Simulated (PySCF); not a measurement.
Bonds: B1-P2 1.836 Å, P2-F3 1.570 Å, P2-F4 1.570 Å, P2-F5 1.570 Å. B1 carries H6, H7, H8.

Calculated, not measured (PySCF 2.14): structure optimised with PBE0-D3(BJ)/def2-SVP, KT2/pcSseg-1 with gauge-including orbitals. One averaged value for each set of equivalent atoms, no relativistic terms, gas phase, a single conformation.

Chemical shifts δ = σref − σ; ¹H (σref 31.18) against TMS; BF3·OEt2 for ¹¹B (σref 99.90); ³¹P (σref 325.43) vs H3PO4; ¹⁹F (σref 138.57) vs CFCl3, all at this level.

```json
{"atoms": "F3/F4/F5", "nucleus": "¹⁹F", "count": "3", "δ (ppm)": "?"}
{"atoms": "B1", "nucleus": "¹¹B", "count": "1", "δ (ppm)": "?"}
{"atoms": "H6/H7/H8", "nucleus": "¹H", "count": "3", "δ (ppm)": "1.14"}
{"atoms": "P2", "nucleus": "³¹P", "count": "1", "δ (ppm)": "124.1"}
```

Q: Fill in the missing shifts.

A: 
- B1: -54.5 ppm, boron bonded to P, 3 H
- F3/F4/F5: -66.1 ppm, fluorine bonded to P

Hydrogens on boron are broadened and split by ¹¹B (spin 3/2, 80 %) and 10B (spin 3). Unscaled 19F shifts against computed CFCl3 carry errors that often reach 10 to 50 ppm. Experimental scales use liquid or dissolved standards, which lie at an offset from isolated H3PO4.
